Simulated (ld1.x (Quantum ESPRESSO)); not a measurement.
**Scattering properties, PAW potential for F**

- Element: fluorine (F)
- Generator: ld1.x (Quantum ESPRESSO) 7.5
- Type: PAW
- Functional: LDA (PZ)
- Relativity: scalar-relativistic
- Frozen core: [He]
- Valence charge: 7
- Reference configuration: 2s1 2p6
- Partial waves: 2s (bound): rcut 0.55, rcutus 0.60 bohr; 2s channel at 0.7 Ry: rcut 0.55, rcutus 0.60 bohr; 2p (bound): rcut 1.35, rcutus 1.45 bohr; 2p channel at 2.5 Ry: rcut 1.35, rcutus 1.45 bohr
- Local potential: all-electron potential smoothed inside 0.95 bohr (lloc = -1)
- Core correction: Bessel-smoothed model core inside 0.55 bohr
- Augmentation charge: PSQ, inside the norm-conserving radii

The phase is arctan(r·u′/u) with u = r·R(r), unwrapped; energies in Ry, scanned from -4 to 5 Ry. A pole is an energy at which the radial function vanishes at the test radius. The pseudo phase is shifted by a multiple of π to meet the all-electron one at the reference energy, and phase errors are pseudo minus all-electron; the curves can meet again beyond the range given. Levels narrower than the energy grid can be missing from the lists of poles.

| channel | radius (bohr) | reference energy (Ry) | poles, all-electron | poles, pseudo | unbroken range about the reference energy with phases within 0.05 rad | phase error 1 Ry above the reference energy (rad) |
| --- | --- | --- | --- | --- | --- | --- |
| s | 1.60 | -2.21 | -1.21 | -1.21 | the whole range | +0.000 |
| p | 1.60 | -0.86 | 0.15 | 0.14 | below 4.5 | -0.001 |

Phases in the s channel:

```csv
E (Ry),all-electron,pseudo
-4.00,1.063,1.063
-3.52,0.909,0.909
-3.04,0.523,0.523
-2.56,-0.485,-0.485
-2.08,-1.213,-1.213
-1.60,-1.468,-1.468
-1.12,-1.588,-1.588
-0.64,-1.662,-1.661
-0.16,-1.716,-1.716
0.32,-1.761,-1.761
0.80,-1.804,-1.804
1.28,-1.847,-1.847
1.76,-1.894,-1.894
2.24,-1.949,-1.949
2.72,-2.018,-2.018
3.20,-2.107,-2.107
3.68,-2.231,-2.231
4.16,-2.413,-2.414
4.64,-2.687,-2.688
```
